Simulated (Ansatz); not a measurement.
# Worked example: a bond strength in Si2NH6F (SMILES F[SiH2]N[SiH3])

The species is Si2NH6F (10 atoms), meant as a singlet with charge 0. SMILES: `F[SiH2]N[SiH3]`. The shape was relaxed beforehand at r2SCAN/def2-SVP. This is one conformer, not always the lowest.

```csv
atom,x (Å),y (Å),z (Å)
F,-1.5805,0.9994,-1.8065
Si,-0.3792,1.3196,-0.7528
N,0.5186,-0.0896,-0.3333
Si,0.1994,-1.2492,0.9381
H,0.5240,2.2841,-1.4327
H,-1.0184,1.8607,0.4721
H,1.2710,-0.3347,-0.9765
H,1.4019,-1.4438,1.8040
H,-0.1900,-2.5888,0.4006
H,-0.9215,-0.6972,1.7503
```

Wanted: the dissociation energy of the Si4–N3 bond into doublet SiH3 and doublet SiNH3F (shapes relaxed at r2SCAN/def2-SVP, no zero-point term). 1 Eh = 2625.50 kJ/mol = 27.2114 eV. Totals in Eh; open shells run unrestricted unless said.

| level | program | Si2NH6F | doublet SiH3 | doublet SiNH3F |
| --- | --- | --- | --- | --- |
| HF/def2-SVP | Ansatz | -735.051728 | -290.533812 | -444.379496 |
| B3LYP/def2-SVP | Ansatz | -737.024958 | -291.158517 | -445.696443 |
| MP2/def2-SVP, 12 core orbitals frozen | Ansatz | -735.605972 | -290.627480 | -444.794902 |

**Question.** Work out the dissociation energy at each level.

**Answer.** 
1. HF/def2-SVP: (-290.533812) + (-444.379496) − (-735.051728) = 0.138420 Eh = 363.4 kJ/mol = 3.77 eV.
2. B3LYP/def2-SVP: (-291.158517) + (-445.696443) − (-737.024958) = 0.169998 Eh = 446.3 kJ/mol = 4.63 eV.
3. MP2/def2-SVP: (-290.627480) + (-444.794902) − (-735.605972) = 0.183590 Eh = 482.0 kJ/mol = 5.00 eV.

The levels span 363 to 482 kJ/mol; no measured value is set beside them. Hartree–Fock lacks the correlation of the bonding electrons, so it comes out low. A bond enthalpy at 298 K also holds the loss of zero-point energy and thermal terms.
